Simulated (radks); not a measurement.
The numbers below are computed, except where a source is named.
Effect of the nuclear size on neutral sulfur, [Ne] 3s2 3p4. Code: a radial shooting solver on a logarithmic mesh with Libxc functionals. Model: Dirac Kohn-Sham, BLYP, spin-unpolarised, spherical densities, finite nucleus; open shells fill j = l - 1/2 first; Fermi nuclear charge, rms radius 3.2611 fm. The rms radius is varied about that value; shifts are against it.

| rms radius (fm) | total energy shift (eV) | density at nucleus (e/bohr^3) | 1s1/2 shift (meV) | 2s1/2 shift (meV) |
|---|---|---|---|---|
| 2.8437 | -0.00244 | 2956 | -1.02 | -0.072 |
| 2.997 | -0.00158 | 2953 | -0.664 | -0.047 |
| 3.2611 | 0 | 2949 | 0.000 | 0.000 |
| 3.4405 | 0.00115 | 2946 | 0.482 | 0.034 |
| 3.7861 | 0.00353 | 2941 | 1.48 | 0.105 |

Slopes of the eigenvalues against <r^2> in GHz/fm^2, as finite differences over the two radii next to the reference (eigenvalue slopes, not the field-shift constants of lines): 1s1/2 97.0, 2s1/2 6.85.
